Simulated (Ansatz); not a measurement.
Species: sum formula SiH2Cl, charge -1, multiplicity 1. It need not be the lowest isomer of its formula. Whether it binds its extra electron was not tested at this geometry. 
Structure (B3LYP-D3(BJ)/def2-TZVP (Ansatz, an electronic-structure program) minimum search):
SMILES: [SiH2-]Cl
```xyz
4

Si    -1.1307    -0.2144    -0.1979
Cl     1.1042     0.1181     0.1016
H     -1.4823     1.2836    -0.2625
H     -1.4583    -0.2895     1.3051
```
Charge -1, spin multiplicity 1.

Basis-set convergence of Hartree-Fock and CCSD(T) correlation energies (hartree) with Ansatz. Valence correlation only, unless marked. Spin-orbit coupling is left out. Non-relativistic.

| basis | functions | E(HF) | E(corr, CCSD(T)) | rough core time |
|---|---|---|---|---|
| def2-SVPD | 67 | -749.40199 | -0.30486 | under 20 s |
| def2-TZVPPD | 133 | -749.65213 | -0.38193 | under 20 s |
| def2-QZVPPD | 221 | -749.67338 | -0.40950 | 40 s |

Extrapolating the two largest sets (X = 3 and 4) as X^-3: E(corr) = (64·(-0.40950) - 27·(-0.38193))/37 = -0.4296 Eh, an estimate of the basis-set limit. The largest set recovers 95.3 % of it, the smallest 71.0 %.
